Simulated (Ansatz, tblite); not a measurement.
Removing and adding an electron: closo-1-SB4 (no H on S) (B4H4S). Charge 0, multiplicity 1. Geometry: PBE0-D4/def2-SVP. Ansatz, gas phase; energy differences of separate SCF runs; the oxidised species was run as a doublet alone; the reduced species was run as a doublet alone.

```xyz
9

B     0.7550    0.6797   -0.4192
B     0.1154   -0.2578    1.0620
S     1.4125   -1.0388   -0.0475
B    -0.8353    0.6143    0.0281
B    -0.3465   -0.8071   -0.6605
H     1.4568    1.5343   -0.8799
H     0.1071   -0.4438    2.2455
H    -1.7975    1.3219    0.0605
H    -0.8675   -1.6027   -1.3890
```

The xTB rows come from tblite. HOMO above LUMO, or a gap near zero within one spin, warns that the state may not be the lowest or that an electron is smeared out.

Task: Estimate orbital energies and vertical ionisation energies and electron affinities at: GFN1-xTB; GFN2-xTB; PBE-D4/def2-TZVP; PBE-D4/def2-TZVPD; r2SCAN-D4/def2-TZVP; r2SCAN-D4/def2-TZVPD; PBE0-D4/def2-TZVP; PBE0-D4/def2-TZVPD.

Result: 
```json
{"level": "GFN1-xTB", "−HOMO (eV)": "11.24", "vertical IE (eV)": "14.35", "−LUMO (eV)": "6.67", "vertical EA (eV)": "3.51", "HOMO–LUMO gap (eV)": "4.57", "IE − EA (eV)": "10.85", "remarks": "–"}
{"level": "GFN2-xTB", "−HOMO (eV)": "9.82", "vertical IE (eV)": "13.04", "−LUMO (eV)": "5.91", "vertical EA (eV)": "2.83", "HOMO–LUMO gap (eV)": "3.91", "IE − EA (eV)": "10.22", "remarks": "–"}
{"level": "PBE-D4/def2-TZVP", "−HOMO (eV)": "7.18", "vertical IE (eV)": "10.25", "−LUMO (eV)": "2.24", "vertical EA (eV)": "–", "HOMO–LUMO gap (eV)": "4.94", "IE − EA (eV)": "–", "remarks": "–"}
{"level": "PBE-D4/def2-TZVPD", "−HOMO (eV)": "7.19", "vertical IE (eV)": "–", "−LUMO (eV)": "2.26", "vertical EA (eV)": "-0.27", "HOMO–LUMO gap (eV)": "4.93", "IE − EA (eV)": "–", "remarks": "HOMO above zero (-1 doublet), gap within one spin near zero (-1 doublet)"}
{"level": "r2SCAN-D4/def2-TZVP", "−HOMO (eV)": "7.37", "vertical IE (eV)": "10.22", "−LUMO (eV)": "2.03", "vertical EA (eV)": "–", "HOMO–LUMO gap (eV)": "5.34", "IE − EA (eV)": "–", "remarks": "–"}
{"level": "r2SCAN-D4/def2-TZVPD", "−HOMO (eV)": "7.37", "vertical IE (eV)": "–", "−LUMO (eV)": "2.04", "vertical EA (eV)": "-0.40", "HOMO–LUMO gap (eV)": "5.33", "IE − EA (eV)": "–", "remarks": "HOMO above zero (-1 doublet), gap within one spin near zero (-1 doublet)"}
{"level": "PBE0-D4/def2-TZVP", "−HOMO (eV)": "8.25", "vertical IE (eV)": "10.30", "−LUMO (eV)": "1.33", "vertical EA (eV)": "–", "HOMO–LUMO gap (eV)": "6.92", "IE − EA (eV)": "–", "remarks": "–"}
{"level": "PBE0-D4/def2-TZVPD", "−HOMO (eV)": "8.26", "vertical IE (eV)": "–", "−LUMO (eV)": "1.36", "vertical EA (eV)": "-0.42", "HOMO–LUMO gap (eV)": "6.90", "IE − EA (eV)": "–", "remarks": "HOMO above zero (-1 doublet)"}
```

   A HOMO above zero means that the electron is unbound at that level or that self-interaction error raises the level; the energy of removing that electron tells which. Raw xTB energy differences between charge states are shifted by several eV; the methods need an empirical correction for them. A negative affinity means that the extra electron isn't bound; its size then hangs on the basis.
